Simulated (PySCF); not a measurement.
C3H6OSi, SMILES C1=COC[SiH2]1.

Geometry optimised at PBE0-D3(BJ)/def2-SVP. This is a generated structure with no PubChem entry under its InChIKey; it may be hypothetical. One conformer was computed; it need not be the lowest.

Computed with PBE/def2-TZVP run with PySCF.

Symmetry labels are those of the subgroup Cs that the program uses (full group Cs).

### Question
List the valence orbital energies around the gap with their symmetry. (An estimate is asked for; the answer gives what the named calculation found.)

### Answer

| orbital | symmetry | energy (eV) |
|---|---|---|
| HOMO−7 | A" | -11.53 |
| HOMO−6 | A' | -10.75 |
| HOMO−5 | A' | -9.19 |
| HOMO−4 | A" | -8.63 |
| HOMO−3 | A" | -8.24 |
| HOMO−2 | A' | -8.06 |
| HOMO−1 | A' | -7.21 |
| HOMO | A" | -5.53 |
| LUMO | A" | -0.86 |
| LUMO+1 | A' | -0.32 |
| LUMO+2 | A' | 0.16 |
| LUMO+3 | A' | 1.22 |
